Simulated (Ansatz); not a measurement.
Gas-phase electronic energies from Ansatz, PBE0-D4/def2-TZVP geometries. CCSD(T)/CBS is the MP2 limit (def2-TZVPP, def2-QZVPP) plus CCSD(T) − MP2 in def2-TZVPP, frozen cores. Functionals use def2-TZVPP. B3LYP here is the variant with VWN-RPA as its local correlation; programs differ in this. HSE06 is defined as in plane-wave codes. For Se outer-core shells are correlated without core-valence functions, which leaves a few kJ/mol of doubt a bond. Scalar relativity is left out up to krypton. Each species was taken in one conformer, which may not be the lowest.

Reaction (ligand exchange at the Si–Se bond): `[SiH3][SeH]` + `CB(C)N` → `CB(C)N[SiH3]` + H₂Se

| level | ΔE (kJ/mol) |
| --- | --- |
| HSE06-D4 | 27.8 |
| B3LYP | 24.7 |
| HF/def2-TZVPP | 18.3 |
| SCS-MP2/def2-TZVPP | 16.9 |

Q: What does CCSD(T)/CBS give? (Estimate.)

A: Ansatz gave: +21.0 kJ/mol. The listed levels differ from it by 6.8, 3.7, -2.7, -4.1 kJ/mol.

Largest T1 diagnostic among the species: 0.011.

From BLYP to BHLYP (50 % exact exchange), in def2-TZVPP and without D4, ΔE moves by −5.6 kJ/mol. At CCSD(T), def2-SVP lies −4.7 kJ/mol from the extrapolated value and def2-TZVPP −3.9 kJ/mol. The D4 term adds −5.7 kJ/mol with B3LYP and −3.5 kJ/mol with PBE0; it sums over pairs of atoms, weighted by their polarisabilities, and B3LYP, whose exchange is more repulsive, gets the larger term.
